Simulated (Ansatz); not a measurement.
Computed with Ansatz.

A structure relaxed at PBE0-D4/def2-TZVP, charge 0, multiplicity 1:

Cartesian coordinates in Å:
```
N -1.4035 0.0008 -1.1403
Ge -0.0009 -0.0490 0.0401
N 0.3234 -1.8411 0.1992
N 1.6621 0.6261 -0.3369
N -0.5730 0.8871 1.4927
H -1.6917 0.9221 -1.4360
H -1.2831 -0.5871 -1.9529
H 1.0643 -2.0611 0.8503
H -0.4951 -2.3796 0.4471
H 1.6946 1.6135 -0.5447
H 2.1641 0.1188 -1.0518
H 0.0630 1.5349 1.9262
H -1.5242 1.2145 1.5070
```

Problem. Give its formula and SMILES.

Solution. GeH8N4, `[NH2][Ge]([NH2])([NH2])[NH2]`.

Problem. Point group (tolerance 0.08 Å, 0.16 Å for H)?

Solution. Cs.

Problem. Summarise the bond lengths by kind.

Solution. 4 × Ge–N 1.820 to 1.834 Å; 8 × H–N 1.006 to 1.011 Å.
